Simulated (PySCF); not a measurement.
Excitations are Tamm–Dancoff values on a coarser integration grid. The basis has no diffuse functions, so Rydberg states are missing or too high.

Z-matrix (Å, degrees):
```
C
C 1 1.4192
C 2 1.4014 1 120.58
H 2 1.1029 3 120.14 1 -180.00
C 1 1.4217 2 123.26 4 0.00
H 5 1.1025 1 118.58 2 0.01
C 5 1.4036 6 119.57 1 -179.99
C 7 1.4389 5 117.61 6 179.99
C 8 1.3844 7 122.13 5 0.00
H 9 1.0997 8 122.33 7 180.00
H 8 1.1014 9 119.63 10 -0.01
C 9 1.4252 10 117.28 8 -180.00
N 12 1.3684 9 118.84 10 0.01
C 13 1.3212 12 117.71 9 -180.00
H 14 1.1064 13 116.17 12 180.00
B 3 1.5419 2 122.07 4 0.00
H 16 1.2169 3 120.37 2 179.98
H 16 1.2173 17 119.80 3 180.00
B 7 1.5441 5 120.55 6 0.00
H 19 1.2173 7 120.42 5 179.99
H 19 1.2175 20 119.69 7 179.99
```
Charge 0, multiplicity 1.

Task: Estimate the S1 excitation (TDA), S1–T1 gap (TDA), dipole moment, T1 excitation (TDA) and HOMO that PBE-D3(BJ)/def2-TZVP // PBE-D3(BJ)/def2-SVP (PySCF 2.14.0) returns for this input.

Result: 
| Quantity | Result |
|---|---|
| S1 excitation (TDA) | 2.69 eV |
| S1–T1 gap (TDA) | 0.12 eV |
| dipole moment | 0.122 e·Å |
| T1 excitation (TDA) | 2.58 eV |
| HOMO | -6.26 eV |
